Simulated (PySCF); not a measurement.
## Structure elucidation problem

The spectra below were simulated for a compound C8H7N3.

$^{1}$H NMR (600 MHz, computed): δ 1.63 (s, 3H), 1.29 (m, 2H), 0.79 (m, 2H).

$^{13}$C{$^{1}$H} NMR (computed): δ 114.9 (C, 3C), 31.5 (C), 25.5 (C), 21.6 (CH3), 13.7 (CH2, 2C).

Theory: PBE0/pcSseg-1 with gauge-including orbitals, GFN2-xTB geometry, in PySCF 2.14.0 with density-fitted response routines (equivalent nuclei averaged, one computed conformer, non-relativistic Hamiltonian, no solvent model).

Referencing at the same level of theory: $^{1}$H (σ = 31.72 ppm) and $^{13}$C (σ = 186.93 ppm) against TMS.

Which candidate is it?
A. C=Cc1cccc2cnnn12
B. c1ccc(-n2cnnc2)cc1
C. CC1(C(C#N)(C#N)C#N)CC1
D. C#Cc1nn(CC)nc1C#C

Answers

C. 

- Rings plus π bonds: 7 (1 ring in the answer).
- 5 carbon signals for 8 carbons: some carbons are equivalent by symmetry or fast rotation.
- Carbon types of the structure: 5 × C, 2 × CH2, 1 × CH3, which accounts for all hydrogens.
- δC 114.9: nitrile carbon; C≡N carbons fall here, among the sp2 signals but without a proton.
- δC 25.5, 13.7: three-membered-ring carbon; carbons of three-membered rings are unusually shielded.
- δC 21.6: methyl carbon; saturated and bonded to C and H only.
- δH 1.63: hydrogen on a methyl carbon; far from electronegative atoms and π systems.
- δH 1.29, 0.79: hydrogen on a three-membered-ring carbon; cyclopropane-type protons are shielded by the ring.

The others: c1ccc(-n2cnnc2)cc1 would give 4 signals for carbon-bound and other non-exchanging H, not 3; C=Cc1cccc2cnnn12 would give 8 carbon signals, not 5; C#Cc1nn(CC)nc1C#C has carbons computed at 140.6, 94.6, 77.8, 51.9, 19.4, with a different DEPT pattern.

Shifts are as computed. Against solution values, carbons near 30 ppm lie about +3 ppm off and those near 130 ppm about +5 ppm. Of 1211 compounds with measured shifts, 218 miss one by over three times the rms of a fit or turn the order of signals round; such compounds aren't used in these exercises. No couplings were computed; multiplicities are counted from neighbouring protons, with m where these are inequivalent, close in shift, in a saturated or five-membered ring or joined by F or P, and br s for small geminal =CH2 splittings.
